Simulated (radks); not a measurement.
The numbers below are computed, except where a source is named.
Species: Sc+. Configuration: [Ar] 3d1 4s1. Code: a radial shooting solver on a logarithmic mesh with Libxc functionals. Model: Dirac Kohn-Sham, LDA (Slater exchange, Perdew-Wang correlation), spin-unpolarised, spherical densities, finite nucleus; open shells fill j = l - 1/2 first; Fermi nuclear charge, rms radius 3.5459 fm. Some entries of the table are withheld. Estimate them.

orbital,occ.,eigenvalue (hartree),r(max) (bohr)
1s1/2,2,-161.3896,0.04791
2s1/2,2,-17.63715,0.2843
2p1/2,2,-14.62996,(1)
2p3/2,4,-14.45982,(2)
3s1/2,2,-2.27029,0.9265
3p1/2,2,-1.50562,0.9625
3p3/2,4,-1.48663,0.9689
3d3/2,1,(3),(4)
3d5/2,0,(5),(6)
4s1/2,1,-0.36569,(7)

Answer. 
(1) 2p1/2 r(max) (bohr): 0.2308
(2) 2p3/2 r(max) (bohr): 0.2329
(3) 3d3/2 eigenvalue (hartree): -0.37646
(4) 3d3/2 r(max) (bohr): 1.087
(5) 3d5/2 eigenvalue (hartree): -0.37523
(6) 3d5/2 r(max) (bohr): 1.089
(7) 4s1/2 r(max) (bohr): 2.895
